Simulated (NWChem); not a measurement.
System: C3H3ClF2; SMILES F[C@@H]1[C@H](F)[C@H]1Cl

NWChem input:

```
start job
memory heap 200 mb stack 900 mb global 1100 mb
geometry units angstroms noautosym nocenter noautoz
  F      0.207435    -1.634609     1.395375
  C     -0.440381    -0.622792     0.752875
  C     -0.440381    -0.622792    -0.752875
  F      0.207435    -1.634609    -1.395375
  C      0.414912     0.357742     0.000000
  Cl     0.046266     2.093301     0.000000
  H     -1.324964    -0.274913     1.281133
  H     -1.324964    -0.274913    -1.281133
  H      1.479426     0.144385     0.000000
end
basis spherical
  * library 6-31g*
end
dft
  xc b3lyp
  iterations 150
end
property
  shielding 6 1 2 5 6 7 9
end
task dft property
```

The geometry was optimised at B3LYP/6-31G* (spherical d).

GIAO values for the isolated, static molecule; σ is the absolute isotropic shielding, δ = σ(reference) − σ with the isolated reference molecule computed at the same levels (13C: tetramethylsilane, 19F: trichlorofluoromethane, 1H: tetramethylsilane).

Atoms are numbered as in the input.

Q: Predict the main results of this run. (B3LYP/6-31G* (spherical d), GIAO.) Quantities: δ F1 (ppm); δ C2 (ppm); δ C5 (ppm); σ Cl6 (ppm); δ H7 (ppm); δ H9 (ppm).

A: 
```
Property     Result
-----------  ------
δ F1 (ppm)   -235.5
δ C2 (ppm)     74.8
δ C5 (ppm)     40.2
σ Cl6 (ppm)   837.3
δ H7 (ppm)     4.26
δ H9 (ppm)     3.04
```
